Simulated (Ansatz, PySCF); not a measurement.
Constitutional and geometric isomers with formula CH7BSi. Isolated molecules, 0 K electronic values unless said otherwise. One relaxed conformer stands for each flexible species; it need not be the lowest. Strings in code marks are SMILES.

Quantity: electronic energy of isomers of CH7BSi relative to `BC[SiH3]`, in kcal/mol.

Level 1: frozen-core CCSD(T) with HF/cc-pVQZ and the correlation energy extrapolated as X^-3 from cc-pVTZ and cc-pVQZ // PBE0-D3(BJ)/def2-TZVP (Ansatz, a first-principles code)
Level 2: PBE-D3(BJ)/def2-TZVP // PBE0-D3(BJ)/def2-TZVP (PySCF)
Level 3: B3LYP/6-311+G** // PBE0-D3(BJ)/def2-TZVP (PySCF)
Level 4: BP86/6-31G* // PBE0-D3(BJ)/def2-TZVP (PySCF)

| species | level 1 | level 2 | level 3 | level 4 |
|---|---|---|---|---|
| `B[SiH2]C` | 10.8 | 10.2 | 10.2 | 9.42 |
| `CB[SiH3]` | 7.53 | 5.37 | 5.41 | 4.32 |
